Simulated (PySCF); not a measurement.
CH₄O₄Si. Atoms are numbered in the order given.

```xyz
10

O      1.2627    -1.3746    -0.3480
C      0.8868    -0.4933     0.3908
O      1.6131    -0.0528     1.4170
Si    -0.8166     0.3275     0.0710
O     -1.5132    -0.7181    -0.9986
O     -0.4406     1.8137    -0.5507
H      2.4450    -0.5592     1.4190
H     -1.6982     0.4482     1.2576
H     -0.8477    -1.2762    -1.4261
H     -1.1636     2.4162    -0.7479
```
Charge 0, spin multiplicity 1.

Geometry: PBE0-D3(BJ)/def2-SVP. The values are those of a single conformer.

Vertical ionisation energy (IE) and electron affinity (EA) in eV. Rows of orbital energies are one-electron estimates. Where ΔSCF, EOM or ADC give a negative EA the extra electron is unbound and the value depends on the basis.

| level | IE | EA |
|---|---|---|
| −ε(HOMO), −ε(LUMO), PBE0/def2-TZVP (PySCF) | 8.13 | 0.97 |
| −ε(HOMO), −ε(LUMO), PBE/def2-TZVP (PySCF) | 6.59 | 2.01 |
